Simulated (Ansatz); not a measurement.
One change: `[OH][Hf]([Cl])([Cl])[I]` becomes `C[NH][Hf]([OH])([Cl])[Cl]`.

Ansatz, PBE0-D4/def2-TZVP geometries, multiplicity 1. Each molecule was computed in one conformer, which needn't be the lowest.

Elements past krypton have def2 core potentials.

```csv
property,`[OH][Hf]([Cl])([Cl])[I]`
HOMO energy (ωB97M-V/def2-TZVPP) / eV,-10.12
HOMO energy (PBE/def2-TZVPP) / eV,-6.89
zero-point energy (PBE0-D4/def2-TZVP) / kJ/mol,40.3
size of the dipole moment (PBE/def2-TZVPP) / D,2.73
LUMO energy (ωB97M-V/def2-TZVPP) / eV,0.26
HOMO energy (B3LYP/def2-TZVPP) / eV,-7.77
```

(1) What does the change do to each property? (Best estimate.)

## Answers

(1) The calculation gave: 
```
                                      property  `C[NH][Hf]([OH])([Cl])[Cl]`  shift
         HOMO energy (ωB97M-V/def2-TZVPP) / eV                        -9.55   0.57
             HOMO energy (PBE/def2-TZVPP) / eV                        -5.96   0.93
zero-point energy (PBE0-D4/def2-TZVP) / kJ/mol                        179.3  139.0
size of the dipole moment (PBE/def2-TZVPP) / D                         3.33   0.60
         LUMO energy (ωB97M-V/def2-TZVPP) / eV                         1.03   0.77
           HOMO energy (B3LYP/def2-TZVPP) / eV                        -7.05   0.72
```

With PBE0 the HOMO rises by 0.76 eV and the LUMO rises by 1.01 eV, so the gap widens by about 0.25 eV. PBE moves the HOMO by 0.93 eV and ωB97M-V by 0.57 eV. The zero-point energy changes by 139.0 kJ/mol with +15 modes. Dipoles are sizes alone; their direction can turn.

B3LYP here is the variant with VWN-RPA as its local correlation; programs differ in this.

Spin–orbit coupling is left out; it splits and shifts lone-pair levels of the heavy atoms by tenths of an eV.
